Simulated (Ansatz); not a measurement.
Molecule: sum formula CuN2H6, net charge 1, singlet state. 
Structure (B3LYP-D3(BJ)/def2-TZVP (Ansatz, an electronic-structure program) minimum search):
```xyz
9

Cu     0.0000     0.0000     0.0000
N     -1.1464    -0.5233     1.4723
H     -1.5401     0.2819     1.9559
H     -0.6463    -1.0698     2.1713
H     -1.9322    -1.0923     1.1622
N      1.1464     0.5233    -1.4723
H      0.9244     1.4554    -1.8178
H      1.0647    -0.1107    -2.2652
H      2.1295     0.5355    -1.2064
```
Charge +1, spin multiplicity 1.

Basis-set convergence of Hartree-Fock and CCSD correlation energies (hartree) with Ansatz. Cores are frozen in the correlated levels unless marked. No spin-orbit coupling. Frozen are the shells of the preceding noble gas and the d and f shells that filled before the atom's block. No relativistic terms.

```tsv
basis	functions	E(HF)	E(corr, CCSD)
def2-SVPD	122	-1750.90396	-0.70298
def2-TZVPPD	243	(withheld)	(withheld)
```

Some entries are withheld; supply them.


- def2-TZVPPD, E(HF): -1751.25454
- def2-TZVPPD, E(corr, CCSD): -0.93086
